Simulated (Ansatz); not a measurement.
System: C3H10GeN (charge 0, doublet). It need not be the lowest isomer of its formula. SMILES: [CH2][N]([GeH3])CC
Structure (B3LYP-D3(BJ)/def2-TZVP (Ansatz, a quantum-chemistry and plane-wave program) minimum search):
```
N
C 1 1.3800
H 2 1.0796 1 118.69
H 2 1.0796 3 119.69 1 -160.45
C 1 1.4591 2 117.70 3 -170.44
H 5 1.0918 1 108.77 2 -163.01
H 5 1.0973 6 106.66 1 -117.96
C 5 1.5264 6 109.25 7 -118.75
H 8 1.0904 5 110.98 6 -179.95
H 8 1.0912 9 108.02 5 -121.32
H 8 1.0921 9 108.20 10 -117.36
Ge 1 1.8572 2 119.09 3 27.71
H 12 1.5363 1 106.43 2 -164.56
H 12 1.5363 13 112.00 6 -143.03
H 12 1.5447 13 110.35 14 -122.44
```
Charge 0, spin multiplicity 2.

Parts of the frozen-core correlation energy in 6-31G (Ansatz, hartree). Frozen orbitals: 18; correlated occupied orbitals by spin: 16 and 15; virtual: 51 and 52. UHF or UKS for open shells. No spin-orbit coupling. No relativistic terms.

```json
[
 {"term": "reference (HF)", "value": "-2248.76024"},
 {"term": "MP2 opposite-spin", "value": "-0.33474"},
 {"term": "MP2 same-spin", "value": "…"},
 {"term": "CCSD correlation", "value": "…"},
 {"term": "(T)", "value": "…"},
 {"term": "T1 diagnostic", "value": "0.014"},
 {"term": "largest doubles amplitude", "value": "0.016"},
 {"term": "<S^2> of the reference", "value": "0.762"}
]
```

Task: Complete the blanks.

Result: 
- MP2 same-spin, value: -0.08897
- CCSD correlation, value: -0.48535
- (T), value: -0.01144
